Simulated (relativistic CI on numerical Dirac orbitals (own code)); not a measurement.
## Electric-dipole transitions in Gd XLVIII

These numbers are calculated, not measured: Dirac-Coulomb-Breit CI, KLI orbitals optimised for each configuration, model QED (radiative potential, 1s self-energy scaled to tabulated hydrogen-like ionisation energies), unscaled Slater integrals (own radial code, finite nucleus).

Configurations in the expansion (outside the closed core [Ne]): 3s²3p⁵, 3s3p⁶, 3s²3p⁴3d, 3s3p⁵3d, 3p⁶3d, 3s3p⁴3d², 3s²3p³3d4p, 3p⁶4s, 3s3p⁴3d4s, 3s²3p⁴4s, 3p⁶4p, 3s²3p⁴4p, 3s²3p³3d², 3s²3p²3d³, 3s3p³3d³, 3s²3p²3d²4s, 3s²3p²3d²4p. Double excitations out of closed p, d and f shells are left out; levels of such configurations are missing from the list, as are those of other unlisted configurations, and high levels can miss mixing partners.

```tsv
λ vac (Å)	Lower	Upper	A (s⁻¹)	log gf	S velocity/length
29.415	3s²3p⁴3d ²D5/2 [13]	3s²3p³3d² ²P°3/2 [152]	1.74e+12	-0.04	0.86
29.517	3s²3p⁴3d ²D3/2 [7]	3s²3p³3d² ²D°3/2 [107]	1.63e+12	-0.07	0.97
29.524	3s²3p⁴3d ⁴D3/2 [3]	3s²3p³3d² ⁴P°1/2 [92]	2.32e+12	-0.22	0.95
29.576	3s²3p⁴3d ²F7/2 [6]	3s²3p³3d² ⁴D°5/2 [99]	1.89e+12	0.17	0.87
29.680	3s²3p⁴3d ⁴F9/2 [9]	3s²3p³3d² ⁴D°7/2 [124]	2.14e+12	0.35	0.85
29.886	3s²3p⁴3d ²F7/2 [6]	3s²3p³3d² ⁴F°7/2 [96]	1.94e+12	0.32	0.98
29.915	3s²3p⁴3d ²F7/2 [8]	3s²3p³3d² ⁴P°5/2 [120]	1.84e+12	0.17	0.87
30.128	3s²3p⁴3d ²D5/2 [11]	3s²3p³3d² ²F°5/2 [139]	1.21e+12	-0.01	1.00
30.171	3s²3p⁴3d ⁴F9/2 [9]	3s²3p³3d² ⁴F°9/2 [116]	6.82e+11	-0.03	1.03
30.220	3s²3p⁵ ²P°3/2 [1]	3s²3p⁴3d ²S1/2 [26]	2.59e+12	-0.15	1.01
30.297	3s²3p⁴3d ⁴F9/2 [9]	3s²3p³3d² ⁴G°11/2 [115]	6.12e+11	0.00	1.14
30.551	3s²3p⁴3d ²F7/2 [8]	3s²3p³3d² ⁴D°7/2 [110]	1.12e+12	0.10	0.99
30.557	3s²3p⁵ ²P°3/2 [1]	3s²3p⁴3d ²P3/2 [22]	1.28e+12	-0.14	0.98
30.606	3s²3p⁴3d ²D5/2 [11]	3s²3p³3d² ²F°7/2 [132]	9.49e+11	0.03	1.07
30.610	3s²3p⁵ ²P°3/2 [1]	3s²3p⁴3d ²D5/2 [21]	1.42e+12	0.08	1.06
30.725	3s²3p⁴3d ⁴F9/2 [9]	3s²3p³3d² ⁴F°9/2 [111]	7.63e+11	0.03	0.98
30.858	3s²3p⁴3d ²F7/2 [8]	3s²3p³3d² ⁴F°9/2 [106]	7.36e+11	0.02	1.12
30.972	3s²3p⁵ ²P°1/2 [2]	3s²3p⁴3d ²D3/2 [70]	1.13e+12	-0.19	1.04
31.229	3s²3p⁴3d ⁴F9/2 [9]	3s²3p³3d² ⁴G°11/2 [103]	4.30e+11	-0.12	1.11
32.756	3s²3p⁴3d ⁴D5/2 [4]	3s²3p³3d² ⁴G°7/2 [73]	4.15e+11	-0.27	1.10
35.512	3s²3p⁴3d ²G7/2 [18]	3s3p⁵3d ²F°5/2 [176]	1.07e+12	0.09	0.85
39.091	3s²3p⁴3d ⁴F9/2 [9]	3s3p⁵3d ⁴F°9/2 [66]	2.97e+11	-0.17	0.96
43.450	3s²3p⁵ ²P°1/2 [2]	3s²3p⁴3d ²P1/2 [42]	8.38e+11	-0.32	1.01
44.411	3s²3p⁴3d ²G7/2 [18]	3s²3p³3d² ²H°9/2 [123]	4.96e+11	0.17	1.19
44.663	3s²3p⁴3d ⁴F5/2 [17]	3s²3p³3d² ²G°7/2 [121]	4.60e+11	0.04	1.14
45.040	3s²3p⁵ ²P°1/2 [2]	3s²3p⁴3d ²D3/2 [35]	4.36e+11	-0.28	1.07
45.139	3s²3p⁴3d ²F7/2 [6]	3s²3p³3d² ²G°9/2 [46]	3.75e+11	0.06	1.17
45.735	3s²3p⁵ ²P°3/2 [1]	3s²3p⁴3d ²D5/2 [13]	3.60e+11	-0.17	1.09
46.060	3s²3p⁴3d ⁴D5/2 [4]	3s²3p³3d² ⁴F°7/2 [43]	2.48e+11	-0.20	1.10
46.302	3s²3p⁵ ²P°3/2 [1]	3s²3p⁴3d ²D3/2 [12]	2.67e+11	-0.47	0.98
```

Terms are leading LS components. Brackets give the number of a level in order of energy, since labels repeat. The list gives strong lines, with weight on those to low levels, among the lowest 200 of 2504 levels, so that lines to higher ones, which can be the strongest, are missing. Levels whose partners in the same complex of configurations lie outside the list can be far off, and so can their lines. Rates are taken at the computed energies, electric ones in the length gauge. A velocity-to-length ratio far from 1 marks an uncertain rate.

At this charge energies of transitions that change n are usually good to better than 1 %, and those within a shell (Δn = 0) to a few per cent.

LS names give the leading component of a level, which can be under half, so a name can repeat, a term be missing and a line seem to break the LS rules.
